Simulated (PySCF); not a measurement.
SMILES c1(ccco1)[SiH2]CC=O (C₆H₈O₂Si) at its GFN2-xTB optimised geometry (Å):

```
17

O      1.4288    -2.8301     0.7672
C      0.2423    -3.0307     0.7688
C     -0.6883    -2.7096    -0.3282
Si    -1.5445    -1.0209     0.0202
C     -0.2515     0.3245     0.0000
C      1.1205     0.3245     0.0000
C      1.5259     1.6760     0.0000
C      0.3767     2.4078     0.0009
O     -0.6969     1.6094     0.0014
H     -0.2526    -3.4645     1.6616
H     -0.1512    -2.6442    -1.2727
H     -1.4649    -3.4664    -0.3986
H     -2.2266    -1.0903     1.3191
H     -2.5287    -0.8157    -1.0484
H      1.7518    -0.5407     0.0094
H      2.5287     2.0512    -0.0001
H      0.2029     3.4664     0.0006
```

Calculation: CAM-B3LYP/def2-SVP run with PySCF. Cells within 0.4 Å of a nucleus heavier than hydrogen are left out (blank, or x).

Map of the Laplacian of the electron density (e/bohr⁵), clipped to [-1.50, 1.50] on the plane z = 0.6 Å:

```
|33333333333333333333333333333|
|33333333333333333333333333333|
|33333333333333333333333333333|
|33333333333333333333333333333|
|33333333333333333333333333333|
|33333333333333333333333333333|
|33333333333333333333333333333|
|33333333333334334433333333333|
|33333333333444433343333333333|
|33333333333455443333333333333|
|33333333334545544333333333333|
|33333333333455444334333333333|
|33333333333444444334333333333|
|33333333333333333343333333333|
|33333333333333333333333333333|
|33333333333333344333333333333|
|33333333349533333333333333333|
|33333333349633333333333333333|
|33333333334333333333333333333|
|33333333333333334444333333333|
|33333333333343345545433333333|
|333333333334436x1xx5433333333|
|33333333333443xx00x5433333333|
|33333333333344334554333333333|
|33333333333333333333333333333|
|33333333333333333333333333333|
|33333333333333333333333333333|
|33333333333333333333333333333|
|33333333333333333333333333333|
```
Scale: ten equal steps from -0.807 (start of '0') to 1.50 (end of '9'), in the order '0123456789'; x runs from -5.50 to 5.50, y from -5.50 (bottom) to 5.50 (top).
